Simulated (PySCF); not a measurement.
C2H5ClSi, SMILES [SiH3]/C=C\Cl.

Geometry optimised at ωB97X-D3(BJ)/def2-SVP. The structure was generated by enumeration; whether it is a known compound was not checked.

Computed with CAM-B3LYP/def2-TZVP run with PySCF.

Computed frontier levels, gap, dipole moment and polarisability:
```json
{
  "highest_occupied_level": "-8.97 eV",
  "lowest_empty_level": "0.21 eV",
  "orbital_gap": "9.18 eV",
  "dipole_moment": "1.44 D",
  "quadrupole, principal values (traceless, Buckingham form, about the centre of nuclear charge)": "-2.95, -1.54, 4.49 D·Å",
  "mean_static_polarisability": "62.1 bohr³ (9.21 Å³)",
  "polarisability_principal_values": "46.1, 60.8, 79.5 bohr³"
}
```
